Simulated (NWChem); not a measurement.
Species: BeHI; SMILES [BeH][I]

Program: NWChem. Medium grid unless said otherwise, to which SCAN and Minnesota functionals are sensitive. Geometry: optimised at PBE0-D3(BJ)/def2-TZVP. def2 effective core potentials on I; no spin-orbit coupling. B3LYP is NWChem's, with the RPA form of VWN correlation. Total energies of different functionals are on different scales.

| level | energy (Ha) | highest occupied level (eV) | orbital gap (eV) | dipole (D) |
|---|---|---|---|---|
| B3LYP/def2-TZVP | -313.2010 | -7.89 | 6.80 | 0.02 |
| PBE/def2-TZVP | -313.0426 | -7.07 | 5.37 | 0.15 |
| TPSSh/def2-TZVP | -313.0130 | -7.57 | 6.36 | 0.00 |
| r2SCAN/def2-TZVP | -313.1980 | -7.34 | 6.06 | 0.01 |
| LC-wPBE (HJS exchange hole, range parameter 0.4 per bohr)/def2-TZVP | -313.1188 | -10.76 | 11.86 | 0.23 |
| MN15-L/def2-TZVP | -312.1100 | -7.28 | 5.94 | 0.23 |
| M06/def2-TZVP | -313.1506 | -7.89 | 7.10 | 0.05 |
| LRC-wPBEh/def2-TZVP | -313.0934 | -9.98 | 10.67 | 0.08 |
| revPBE/def2-TZVP | -313.1308 | -7.02 | 5.41 | 0.16 |
| LDA (Slater exchange, VWN5)/def2-TZVP | -312.4586 | -7.23 | 5.30 | 0.09 |
| OLYP/def2-TZVP | -313.3730 | ? | 5.44 | 0.13 |

Task: What belongs in the gaps?

Result: 
- OLYP/def2-TZVP, highest occupied level (eV): -6.87
